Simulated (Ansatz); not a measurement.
Geometry optimisation, RKS B3LYP-D4/6-31G in Ansatz 0.2.0.

Input file:

```yaml
crystal:
  periodic: [false, false, false]
  atoms:
    - { symbol: O, position_ang: [-1.61851, 1.37725, 0.58491] }
    - { symbol: C, position_ang: [-0.41787, 1.0304, 0.32162] }
    - { symbol: "N", position_ang: [-0.10087, -0.16685, -0.02723] }
    - { symbol: Si, position_ang: [1.0993, -1.22365, -0.47208] }
    - { symbol: H, position_ang: [-2.28126, 0.66296, 0.50089] }
    - { symbol: H, position_ang: [0.28893, 1.8568, 0.42912] }
    - { symbol: H, position_ang: [2.52717, -1.00899, -0.66479] }
    - { symbol: H, position_ang: [0.5031, -2.52791, -0.67245] }
total_charge: 1
basis:
  gaussian: { orbitals: "6-31G" }
hamiltonian:
  xc: b3lyp
  dispersion: d4
relax:
  f_tol: 0.015
  max_steps: 40
```

Command:

```bash
$ ansatz run input.yaml --threads 1 --pin off --max-ram 2048MiB --backend cpu --events-out ev --progress --plain --runs-dir out
```

Q: Where does it end, and by what steps?

A: The forces met the threshold. Limits of this set-up: no polarisation functions, the dipole of an ion depends on the origin. After 14 steps the energy has fallen by 0.725 eV; H7 moved furthest, 1.24 Å.

```json
{"step": "0", "energy less start (eV)": "0.0000", "largest force component (eV/Å)": "2.261", "accepted": "yes"}
{"step": "1", "energy less start (eV)": "-0.1157", "largest force component (eV/Å)": "0.961", "accepted": "yes"}
{"step": "2", "energy less start (eV)": "-0.1493", "largest force component (eV/Å)": "0.260", "accepted": "yes"}
{"step": "3", "energy less start (eV)": "-0.1960", "largest force component (eV/Å)": "0.538", "accepted": "yes"}
{"step": "4", "energy less start (eV)": "-0.2823", "largest force component (eV/Å)": "0.751", "accepted": "yes"}
{"step": "5", "energy less start (eV)": "-0.3609", "largest force component (eV/Å)": "0.766", "accepted": "yes"}
{"step": "6", "energy less start (eV)": "-0.5046", "largest force component (eV/Å)": "0.837", "accepted": "yes"}
{"step": "7", "energy less start (eV)": "-0.6365", "largest force component (eV/Å)": "0.524", "accepted": "yes"}
{"step": "8", "energy less start (eV)": "-0.7059", "largest force component (eV/Å)": "0.644", "accepted": "yes"}
{"step": "9", "energy less start (eV)": "-0.7104", "largest force component (eV/Å)": "0.465", "accepted": "yes"}
{"step": "10", "energy less start (eV)": "-0.7151", "largest force component (eV/Å)": "0.533", "accepted": "yes"}
{"step": "11", "energy less start (eV)": "-0.7221", "largest force component (eV/Å)": "0.161", "accepted": "yes"}
{"step": "12", "energy less start (eV)": "-0.7246", "largest force component (eV/Å)": "0.064", "accepted": "yes"}
{"step": "13", "energy less start (eV)": "-0.7239", "largest force component (eV/Å)": "0.119", "accepted": "no"}
{"step": "14", "energy less start (eV)": "-0.7247", "largest force component (eV/Å)": "0.010", "accepted": "yes"}
```

```xyz
8
Properties=species:S:1:pos:R:3
O -1.618 1.415 0.385
C -0.395 0.960 0.650
N 0.181 -0.025 0.077
Si 1.063 -1.267 -0.557
H -2.121 0.946 -0.319
H 0.081 1.540 1.436
H 1.904 -0.968 -1.740
H 0.905 -2.602 0.068
```

Whether the end is a true minimum wasn't checked by a vibrational analysis.

The run took 38 s on 1 thread of Arm Neoverse V1 (shared host), peak memory 0.15 GiB.
